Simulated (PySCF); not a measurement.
Geometries of 3 isomers of C2H10SSi3, from PySCF, PBE0-D3(BJ)/def2-SVP geometry optimisation, gas phase. One conformer each, no zero-point energy, no frequencies.

Question: Which isomer lies lowest at this level?
A.
```xyz
16
angstrom
Si     2.319   -0.332    1.179
S      2.196    0.463   -0.811
Si     0.060    0.514   -1.115
C     -0.929    1.446    0.214
Si    -1.699   -0.224    0.717
C     -0.857   -1.109   -0.746
H      3.770   -0.370    1.513
H      1.601    0.534    2.162
H      1.750   -1.711    1.257
H     -0.085    1.030   -2.509
H     -1.654    2.156   -0.216
H     -0.345    1.978    0.978
H     -3.194   -0.258    0.700
H     -1.211   -0.712    2.043
H     -1.550   -1.393   -1.556
H     -0.239   -1.987   -0.508
```
B.
```xyz
16
angstrom
C      2.147   -1.374   -0.166
C      0.934   -0.836    0.514
S      0.471   -1.275    2.016
Si    -0.173    0.445   -0.360
Si    -2.346   -0.431   -0.394
Si    -0.089    2.394    0.941
H      1.859   -1.868   -1.110
H      2.691   -2.084    0.473
H      2.817   -0.544   -0.454
H      0.314    0.723   -1.754
H     -2.325   -1.824   -0.937
H     -2.901   -0.445    0.991
H     -3.221    0.414   -1.267
H     -0.785    2.146    2.238
H      1.334    2.772    1.207
H     -0.763    3.522    0.226
```
C.
```xyz
16
angstrom
C      2.838   -0.899   -0.009
C      1.506   -0.371    0.406
S      0.853   -0.663    1.871
Si     0.493    0.731   -0.779
Si    -1.757    0.125   -0.563
Si    -2.532    0.385    1.639
H      3.498   -0.066   -0.308
H      3.314   -1.482    0.791
H      2.724   -1.528   -0.909
H      1.008    0.595   -2.181
H      0.709    2.150   -0.354
H     -2.565    0.979   -1.494
H     -1.903   -1.300   -1.006
H     -4.008    0.651    1.589
H     -1.872    1.555    2.291
H     -2.313   -0.852    2.443
```

Answer: A. That is `C1[SiH2]C[SiH]1S[SiH3]`, 54.2 kcal/mol below the next.

```csv
SMILES,atoms numbered as above,E (Eh),relative (kcal/mol),relative (kJ/mol),dipole (D)
[SiH3]S[SiH]1C[SiH2]C1,[SiH3:1][S:2][SiH:3]1[CH2:4][SiH2:5][CH2:6]1,-1347.91114,0.0,0.0,1.38
CC(=S)[SiH2][SiH2][SiH3],[CH3:1][C:2](=[S:3])[SiH2:4][SiH2:5][SiH3:6],-1347.82474,54.2,226.8,2.29
CC(=S)[SiH]([SiH3])[SiH3],[CH3:1][C:2](=[S:3])[SiH:4]([SiH3:5])[SiH3:6],-1347.82406,54.6,228.6,1.95
```

As drawn, the lowest has a four-membered ring, which the highest lacks; the highest has an Si–Si bond and a C=S bond, which the lowest lacks.
